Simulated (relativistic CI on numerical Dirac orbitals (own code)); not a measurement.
## Tm²⁺ (4f13) in a crystal field

Calculated by Dirac-Coulomb-Breit CI, KLI orbitals optimised for each configuration, model QED, valence Slater integrals scaled by 0.85, one configuration in a parametric crystal field (own radial code).

Field parameters in Wybourne normalisation; cubic f-shell fields have B⁴₄ = √(5/14) B⁴₀ and B⁶₄ = −√(7/2) B⁶₀. The field is a parameter set, without covalency.

S and J are read from ⟨S²⟩ = S(S + 1) and ⟨J²⟩ = J(J + 1) of each level; they are not fictitious spins.

Oh, B40 = -1090, B60 = 370 cm⁻¹, the lowest 5 levels:

```json
{"E (cm⁻¹)": "0.0", "Degeneracy": "2", "Irrep": "Γ7", "S": "0.50", "J": "3.50"}
{"E (cm⁻¹)": "417", "Degeneracy": "4", "Irrep": "Γ8", "S": "0.50", "J": "3.50"}
{"E (cm⁻¹)": "432", "Degeneracy": "2", "Irrep": "Γ6", "S": "0.50", "J": "3.50"}
{"E (cm⁻¹)": "8827", "Degeneracy": "2", "Irrep": "Γ7", "S": "0.50", "J": "2.50"}
{"E (cm⁻¹)": "9125", "Degeneracy": "4", "Irrep": "Γ8", "S": "0.50", "J": "2.50"}
```

Principal g values of the ground doublet: 3.47, 3.47, 3.47.

Oh, B40 = 1130, B60 = 210 cm⁻¹, the lowest 5 levels:

```tsv
E (cm⁻¹)	Degeneracy	Irrep	S	J
0.0	2	Γ6	0.50	3.50
260	4	Γ8	0.50	3.50
489	2	Γ7	0.50	3.50
8853	4	Γ8	0.50	2.50
9172	2	Γ7	0.50	2.50
```

Principal g values of the ground doublet: 2.67, 2.67, 2.67.

D4h, B20 = -60, B40 = 150, B44 = 50, B60 = 430, B64 = 420 cm⁻¹, the lowest 7 levels:

| E (cm⁻¹) | Degeneracy | Irrep | S | J |
| --- | --- | --- | --- | --- |
| 0.0 | 2 | Γ6 | 0.50 | 3.50 |
| 44.0 | 2 | Γ7 | 0.50 | 3.50 |
| 79.0 | 2 | Γ6 | 0.50 | 3.50 |
| 148 | 2 | Γ7 | 0.50 | 3.50 |
| 8745 | 2 | Γ7 | 0.50 | 2.50 |
| 8771 | 2 | Γ6 | 0.50 | 2.50 |
| 8798 | 2 | Γ7 | 0.50 | 2.50 |

Principal g values of the ground doublet: 2.30, 2.30, 3.40.

The next free-ion level lies 8702 cm⁻¹ above the lowest; the field splits the ground level into components whose J stays near 7/2 as long as their spread is small against that gap.

Levels of this model without a field, named by their leading LS term: 2F°_7/2 0, 2F°_5/2 8702 cm⁻¹.
